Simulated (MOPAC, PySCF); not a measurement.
CHBO, SMILES `B1=CO1`, neutral singlet in the gas phase. 

Cartesian coordinates (Å):
```xyz
4

B     -1.1252    -0.7758    -0.0914
C      0.3262    -0.1270     0.0366
O     -0.5747     0.7345    -0.0796
H      1.3737     0.1683     0.1344
```
Charge 0, multiplicity 1.

All levels are single points at this geometry (B3LYP-D3(BJ)/def2-TZVP); Pople sets use spherical d functions. Orbital energies aren't observables, and empty levels follow the basis.

AM1 in MOPAC gives dipole (D) = 1.28.

Problem. Estimate the dipole (D) from each of these levels: TPSSh-D3(BJ)/def2-TZVP in PySCF; B3LYP/3-21G in PySCF; M06-2X/6-31G* in PySCF; PBE/6-31G* in PySCF; HF/3-21G in PySCF; HF/6-31G* in PySCF; PM6 in MOPAC; PM7 in MOPAC.

Solution. 
```
level                            dipole (D)
-------------------------------  ----------
TPSSh-D3(BJ)/def2-TZVP in PySCF        4.14
B3LYP/3-21G in PySCF                   4.04
M06-2X/6-31G* in PySCF                 3.75
PBE/6-31G* in PySCF                    3.84
HF/3-21G in PySCF                      4.16
HF/6-31G* in PySCF                     4.03
PM6 in MOPAC                           2.24
PM7 in MOPAC                           2.63
```
